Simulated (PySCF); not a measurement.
A run with a changed setting

The sound run of [Sm(NH3)2]2+ (singlet in the valence; each metal's 4f electrons, 6 of them, lie in its core potential, out of spins and levels) uses PySCF 2.14.0, RKS PBE0, Sm lcecp-0-SVP with ECP52, N def2-SVP, H def2-SVP; non-relativistic Hamiltonian with scalar-relativistic core potentials where named; density fitting; no spin-orbit coupling, grid (50, 194), threshold 1e-8 and 55 cycles at the relaxed geometry. This run, with dm0 from free metal ions and neutral atoms, differs:

```python
mol = gto.M(atom='''
Sm    -0.01342    -1.30080    -0.00014
N      0.00207     0.20068     2.16648
H      0.81537     0.82223     2.26374
H     -0.79823     0.83887     2.26374
H     -0.00332    -0.32150     3.05249
N      0.00207     0.20117    -2.16628
H      0.80681     0.05356    -2.78925
H     -0.80554     0.07019    -2.78925
H      0.01254     1.21575    -2.00153''',
    basis={'Sm': 'lcecp-0-SVP', 'N': 'def2-SVP', 'H': 'def2-SVP'},
    ecp={'Sm': 'lcecp-0-SVP'},
    charge=2, spin=8)
mf = dft.UKS(mol, xc='PBE0')
mf.grids.atom_grid = (50, 194)  # f atoms: unpruned, at least (60, 302)
mf = mf.density_fit()  # fitting sets: Sm AutoAux, N def2-universal-JKFIT, H def2-universal-JKFIT
mf.conv_tol = 1e-08; mf.max_cycle = 61
mf.kernel(dm0)
mf.nuc_grad_method().kernel()
```

What was changed, and how did it end?

The spin was changed. It converged in 28 cycles, 45.213 eV from the sound run, largest force component 16.32 eV/Å. The cycle limit differs too. These settings are unsound on purpose: the numbers aren't the compound's.
```
init E= -141.840785982182
cycle= 1 E= -138.65802476418  delta_E= 3.18  |g|= 0.798  |ddm|= 3.17
cycle= 2 E= -134.477199336475  delta_E= 4.18  |g|=    2  |ddm|=  5.5
cycle= 3 E= -138.219105881495  delta_E= -3.74  |g|= 0.946  |ddm|= 4.27
cycle= 4 E= -137.564940961317  delta_E= 0.654  |g|= 1.14  |ddm|=  5.8
cycle= 5 E= -139.384102491079  delta_E= -1.82  |g|= 0.432  |ddm|= 4.46
...
cycle= 26 E= -139.604509466933  delta_E= -1.18e-08  |g|= 2.58e-05  |ddm|= 0.000854
cycle= 27 E= -139.604509484581  delta_E= -1.76e-08  |g|= 2.01e-05  |ddm|= 0.00161
cycle= 28 E= -139.604509492151  delta_E= -7.57e-09  |g|= 2.06e-05  |ddm|= 0.00076
Extra cycle  E= -139.604509499774  delta_E= -7.62e-09  |g|= 1.91e-05  |ddm|= 0.000796
converged SCF energy = -139.604509499774  <S^2> = 20.007084  2S+1 = 9.0015742
```

Run from Python with OMP_NUM_THREADS=2; the lines above give its settings.
It took 6.7 s on 2 threads of Arm Neoverse V2, on a shared host.

A frequency check found unstable modes (1, the lowest at -54 cm⁻¹), so the relaxed geometry is probably a saddle point. An lcecp potential fixes the number of 4f electrons, so in runs with it no electron can move into or out of that shell.
